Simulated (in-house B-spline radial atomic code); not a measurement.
**Ionising As⁶⁺ with different functionals**

Computed with a B-spline radial code for spherical atoms: scalar-relativistic (spin-free X2C) Hamiltonian, Fermi nucleus of rms radius 4.0968 fm, spin-polarised at highest spin, spherical fractional occupations for the functionals, and exact exchange of hybrids averaged over the configuration. The ionisation energy is the difference of two self-consistent energies, [Ar] 3d9 → [Ar] 3d8, without Breit or QED terms; ε is the level of the shell that loses the electron (its least bound occupied spin orbital). There is no spin-orbit coupling in this Hamiltonian.

| method | rung | ΔSCF (eV) | -ε(3d) (eV) |
| --- | --- | --- | --- |
| PBE0 | global hybrid | 150.46 | 140.10 |
| B3LYP | global hybrid | 150.61 | 139.32 |
| TPSSh | global hybrid | 150.42 | 137.29 |
| M06-2X | global hybrid | 150.18 | 145.15 |
| BHandHLYP | global hybrid | 150.20 | 144.50 |
| r2SCAN0 | global hybrid | 150.72 | 140.49 |
| B97-1 | global hybrid | 150.49 | 139.38 |
| HSE06 | range-separated hybrid | 150.39 | 139.62 |
| wB97X | range-separated hybrid | 150.14 | 141.83 |
| CAM-B3LYP | range-separated hybrid | 150.55 | 141.33 |
| LC-wPBE | range-separated hybrid | 150.57 | 141.41 |

Question: Among the functionals, which spreads more, the ΔSCF values or the orbital energies?

Answer: The orbital energies: ΔSCF values span about 0.58 eV and the orbital energies 7.86 eV; here energy differences depend much less on the functional than eigenvalues do.

Question: How do they compare with the NIST value?

Answer: NIST lists 147 eV ± 2 (tabulated theory, ground level to ground level). Errors run from +3.14 to +3.72 eV; all lie within about twice that uncertainty, so the table can't rank the methods.
